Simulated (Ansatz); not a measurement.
Species: sum formula NbO2F, net charge 0, singlet state. SMILES: [O]=[Nb](=[O])[F]
Structure (B3LYP-D3(BJ)/def2-TZVP (Ansatz, a first-principles code) minimum search):
```xyz
4

Nb     0.0470    -0.0671    -0.1842
O     -1.3757    -0.9681     0.1561
O     -0.4337     1.5478    -0.5197
F      1.3944    -0.2099     1.1623
```
Charge 0, spin multiplicity 1.

CCSD(T) with Ansatz in growing basis sets, 24 correlated electrons. Correlated levels leave the core frozen unless marked. UHF or UKS for open shells. Spin-orbit coupling is left out. The frozen core is the preceding noble-gas configuration, with the filled d and f shells of earlier blocks. Past Kr the def2 sets carry scalar-relativistic core potentials. Costs are ratios of core time to the smallest set, on shared machines of one kind, and rough; they hold the program's checks for lower states.

| basis | functions | cost over smallest | E(corr) (Eh) | electronic atomisation energy (kcal/mol) |
|---|---|---|---|---|
| def2-SVPD | 103 | 1× | -0.7960 | 451.1 |
| def2-TZVPPD | 176 | 5× | ? | ? |

Question: What does the step to def2-TZVPPD buy, and how does its cost grow by formal scaling?

Answer: Formally CCSD grows as o²v⁴ and (T) as o³v⁴; with o = 12 and v going from 84 to 157 both grow 12-fold in the last step, while integrals and the mean field grow more slowly. That step adds 164.6 mEh of correlation energy and 11.7 kcal/mol to the atomisation energy. Row: E(corr) (Eh) -0.9606, electronic atomisation energy (kcal/mol) 462.8.
